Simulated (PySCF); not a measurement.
An element was calculated at PBE0 (PySCF 2.14, spin-free X2C, a triple-zeta basis, no spin-orbit coupling), in the ground configurations that NIST lists.

| Item | Value |
| --- | --- |
| electron affinity | 1.463 eV |
| first ionisation energy | 7.409 eV |
| second ionisation energy | 16.143 eV |
| third ionisation energy | 25.914 eV |
| polarisability of the atom | 72.8 bohr³ |

Question: Which element is it?

Answer: Tungsten (W, Z = 74), in x2c-TZVPPall with one added diffuse shell each of s, p, d, f type. NIST lists 7.864, 16.37 ± 0.15, 26 ± 0.4 eV for these ionisation energies.
